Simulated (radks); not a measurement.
Spherical quantum dot in the effective-mass picture: electrons in a hard-walled sphere of radius 8.67, all in effective atomic units (hartree* = m*/eps^2 hartree, bohr* = eps/m* bohr), one dielectric constant everywhere. Calculated with a radial shooting solver with Libxc functionals: non-relativistic Kohn-Sham, LDA (Slater exchange, Perdew-Wang correlation), spin-polarised, spherical densities. Levels are named by radial order and angular momentum (1s, 1p, 1d, 2s, ...), and open shells are averaged over m.

N = 6, configuration 1s2 1p(up 3, down 1). This is the lowest configuration that the search found. Occupied and some empty levels:

| level | occupation | eigenvalue (hartree*) | <r> (bohr*) |
|---|---|---|---|
| 1s up | 1 | 0.87025 | 5.609 |
| 1s down | 1 | 0.88787 | 5.594 |
| 1p up | 3 | 0.90846 | 5.867 |
| 1p down | 1 | 0.92644 | 5.868 |
| 1d up | 0 | 0.97314 | 6.091 |
| 1d down | 0 | 0.99114 | 6.098 |
| 1f up | 0 | 1.0603 | 6.279 |
| 1f down | 0 | 1.0782 | 6.287 |
| 2s up | 0 | 1.1131 | 3.997 |
| 2s down | 0 | 1.1241 | 3.976 |

Energy (hartree*): total 2.82478, kinetic 0.82822, external 0, Hartree 2.8386, exchange-correlation -0.84209.

Electron density:

| r (bohr*) | n(r) (e/bohr*^3) |
|---|---|
| 0.453 | 0.0005544 |
| 1.10 | 0.0006945 |
| 1.75 | 0.0009689 |
| 2.40 | 0.001402 |
| 3.04 | 0.002008 |
| 3.69 | 0.002765 |
| 4.34 | 0.003573 |
| 4.99 | 0.004218 |
| 5.64 | 0.004393 |
| 6.29 | 0.003842 |
| 6.93 | 0.002607 |
| 7.58 | 0.001166 |
| 8.23 | 0.0001915 |
